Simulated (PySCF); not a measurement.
# One molecule, several mistakes: FH7Si3

Calculated results; nothing here was measured. The program is PySCF 2.14.0, an open-source quantum chemistry code, run on an isolated molecule that a program drew, which may never have been made. The molecule is FH7Si3 (charge 0, singlet), drawn as the SMILES string `F[SiH2][SiH2][SiH3]`.

Each row is a Hartree-Fock (HF) and frozen-core CCSD(T) single point in the cc-pV(D+d)Z basis, meant for a local HF minimum. Run 1 is clean. Each other run has one planted mistake out of seven kinds, and not every kind appears here: one electron removed, one electron added, multiplicity raised by two, geometry at a saddle point, minimal basis STO-3G, one bond length entered in bohr, all coordinates scaled. The reference is restricted for singlets and unrestricted otherwise, and also for a bond in bohr. Adding or removing an electron swaps singlet and doublet. Electrons count all cores. HOMO and LUMO are orbital energies over both spins, the gradient is its largest component, and the lowest frequency (negative if imaginary) is given only where the gradient is small. Bond lengths are over the 10 bonds as drawn. T1 is the CCSD diagnostic: over 0.02 (restricted) or 0.045 (unrestricted) a single reference is doubtful.

Geometry of the clean run:
```xyz
11
FH7Si3, angstrom
F    -0.6097   -0.9011   -1.6919
Si   -1.5287   -0.0709   -0.6400
Si   -0.1373    0.7341    1.0905
Si    1.2660   -0.9688    1.9533
H    -2.1882    1.0139   -1.3939
H    -2.5517   -1.0031   -0.1243
H    -1.0150    1.2600    2.1685
H     0.6897    1.8543    0.5751
H     0.4422   -2.1178    2.3995
H     2.2071   -1.4267    0.9056
H     2.0380   -0.4538    3.1090
```

```
run  electrons  basis functions  <S^2>  HOMO (eV)  LUMO (eV)  gradient (hartree/bohr)  lowest frequency (cm^-1)  mean bond (Å)  longest bond (Å)      T1  HF (hartree)  CCSD(T) (hartree)               mistake
  1         58              118  0.000     -10.63       2.67                  1.4e-05                        30         1.6726             2.369  0.0131    -970.37509         -970.94394              no fault
  2         58               39  0.000      -7.84       9.66                  2.4e-02                         -         1.6726             2.369  0.0072    -958.95272         -959.14162  minimal basis STO-3G
  3         58              118  0.000     -10.49       2.41                  2.7e-02                         -         1.7496             2.478  0.0137    -970.35638         -970.92929                     ?
  4         58              118  2.019      -4.65      -2.37                  3.8e-02                         -         1.6726             2.369  0.0257    -970.16137         -970.73066                     ?
```

**Which mistake was planted in run 3, and what did it cost?**

The mean and the longest bond both change by the same factor, 1.046, and the gradient is no longer small. So the mistake is: all coordinates scaled. Subtracting run 1 and multiplying by 627.51 kcal/mol a hartree, the energy moved by 11.7 kcal/mol in HF and 9.2 kcal/mol in CCSD(T).

**Which mistake was planted in run 4, and what did it cost?**

Electrons, basis and geometry are unchanged, and <S^2> is 2.019, beside S(S+1) = 2.00 for a multiplicity of 3. So the mistake is: multiplicity raised by two. Subtracting run 1 and multiplying by 627.51 kcal/mol a hartree, the energy moved by 134.1 kcal/mol in HF and 133.8 kcal/mol in CCSD(T).

